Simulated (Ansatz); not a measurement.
`C[O][Al]([Cl])[Cl]` + HBr → `[Cl][Al]([Cl])[Br]` + CH₃OH at 500 K and 1 bar (ligand exchange at the Al–O bond).

Isolated molecules relaxed with PBE0-D4/def2-TZVP in Ansatz; ΔE leaves out vibrations. CCSD(T)/CBS adds triple-zeta CCSD(T) − MP2 to the extrapolated MP2 energy (def2 sets, frozen cores). This one scheme is used for every species. For Br outer-core shells are correlated without core-valence functions, which leaves a few kJ/mol of doubt a bond. Scalar relativity is left out up to krypton. Each species was taken in one conformer, which may not be the lowest.

| species | CCSD(T)/CBS energy (Eh) | H − E (kJ/mol) | S (J/(mol·K)) |
| --- | --- | --- | --- |
| `C[O][Al]([Cl])[Cl]` | -1276.79096 | 163.3 | 424.5 |
| HBr | -2573.91920 | 30.5 | 213.7 |
| `[Cl][Al]([Cl])[Br]` | -3735.10209 | 44.0 | 373.7 |
| CH₃OH | -115.61712 | 157.0 | 265.4 |

H − E and S are ideal-gas, rigid-rotor, harmonic terms from PBE0-D4/def2-TZVP, for one conformer and one mirror image of each species. 1 Eh = 2625.50 kJ/mol, R = 8.31446 J/(mol·K).

Problem. By hand: ΔE, ΔH, ΔS and ΔG.

Solution. ΔE = (-3735.10209) + (-115.61712) − (-1276.79096) − (-2573.91920) = -0.00905 Eh = -23.8 kJ/mol. Δ(H − E) = 44.0 + 157.0 − 163.3 − 30.5 = 7.2, so ΔH = -16.6 kJ/mol. ΔS = 373.7 + 265.4 − 424.5 − 213.7 = 0.9 J/(mol·K). ΔG = -16.6 − 500 × (0.9)/1000 = -17.1 kJ/mol.

Problem. By hand: the equilibrium constant, and the temperature at which ΔG would vanish if ΔH and ΔS stayed fixed.

Solution. log₁₀ K = −ΔG/(RT ln 10) = 1.8. ΔH and −TΔS have one sign here, so there is no such temperature.

The number of gas molecules stays the same, so ΔS is small and ΔH decides. A doubt of 5 kJ/mol in ΔE shifts log₁₀ K by 0.5 here. Other conformers and mirror images would add mixing entropy, several J/(mol·K) or more a flexible species. These are equilibria of isolated gas molecules and say nothing of rates. Largest T1 diagnostic: 0.010 (customary marks: 0.02 for closed shells, 0.045 for open ones).

ΔS is within the doubt of such terms, so its sign, and with it that verdict, could turn.
